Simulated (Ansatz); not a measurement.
Pb3SeBr4. The state is a triplet with charge 0. Geometry PBE-D4/def2-SVP, that of the neutral singlet; atoms count from 1.

```xyz
8

Pb   -2.3754    1.2073   -0.5914
Pb    1.4602   -0.2305   -1.5433
Pb    0.0961   -1.3467    1.6566
Se   -1.1137   -1.2829   -0.9223
Br    2.1430   -2.7081   -0.0311
Br   -1.8748    1.0283    2.1840
Br    1.8227    0.8995    1.0907
Br   -0.1581    2.4330   -1.8431
```

In the def2 sets Pb takes a core potential; there is no spin–orbit coupling. At PBE0-D4/def2-SVP a singlet of charge 0 lies 3.56 eV below the triplet at the same geometry. The structure comes from a short search, and lower isomers may exist.

Question: Estimate the Mulliken populations from the PBE0/def2-SVP orbitals of Ansatz.

Answer: 
```csv
atom,charge (e),spin (α − β)
Pb1,0.41,0.95
Pb2,0.69,0.09
Pb3,0.69,0.09
Se4,-0.34,0.46
Br5,-0.41,0.07
Br6,-0.35,0.17
Br7,-0.33,0.00
Br8,-0.35,0.17
```
Mulliken values depend strongly on the basis.

Question: Where does the spin sit?

Answer: Summed by element: Pb 1.13, Se 0.46, Br 0.41, of 2 unpaired in all. Largest on single atoms: Pb1 0.95, Se4 0.46, Br6 0.17.

Question: And the Mayer bond orders between heavy atoms (over 0.3)?

Answer: Pb1–Se4 0.57 (2.81 Å); Pb1–Br6 0.53 (2.83 Å); Pb1–Br8 0.53 (2.83 Å); Pb2–Se4 0.61 (2.85 Å); Pb2–Br5 0.43 (2.98 Å); Pb2–Br7 0.54 (2.89 Å); Pb2–Br8 0.35 (3.13 Å); Pb3–Se4 0.61 (2.85 Å); Pb3–Br5 0.43 (2.98 Å); Pb3–Br6 0.35 (3.13 Å); Pb3–Br7 0.54 (2.89 Å).
